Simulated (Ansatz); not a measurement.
`BOCBS` and `BOC` differ in one atom or group.

Ansatz, PBE0-D4/def2-TZVP geometries, multiplicity 1. Each molecule was computed in one conformer, which needn't be the lowest.

| property | `BOCBS` |
| --- | --- |
| HOMO energy (B3LYP/def2-TZVPP) / eV | -8.11 |
| LUMO energy (ωB97M-V/def2-TZVPP) / eV | 0.91 |
| HOMO energy (PBE/def2-TZVPP) / eV | -7.09 |
| HOMO–LUMO gap (B3LYP/def2-TZVPP) / eV | 6.84 |
| HOMO energy (ωB97M-V/def2-TZVPP) / eV | -10.55 |
| HOMO–LUMO gap (PBE0/def2-TZVPP) / eV | 7.28 |

**Question.** Give the same properties after the change, and the shifts. (Estimate.)

**Answer.** Computed: 
```csv
property,`BOC`,shift
HOMO energy (B3LYP/def2-TZVPP) / eV,-8.40,-0.29
LUMO energy (ωB97M-V/def2-TZVPP) / eV,1.48,0.57
HOMO energy (PBE/def2-TZVPP) / eV,-7.11,-0.02
HOMO–LUMO gap (B3LYP/def2-TZVPP) / eV,7.79,0.95
HOMO energy (ωB97M-V/def2-TZVPP) / eV,-10.96,-0.41
HOMO–LUMO gap (PBE0/def2-TZVPP) / eV,8.25,0.97
```

With PBE0 the HOMO falls by 0.24 eV and the LUMO rises by 0.73 eV, so the gap widens by about 0.97 eV. PBE moves the HOMO by -0.02 eV and ωB97M-V by -0.41 eV.

B3LYP here is the variant with VWN-RPA as its local correlation; programs differ in this.
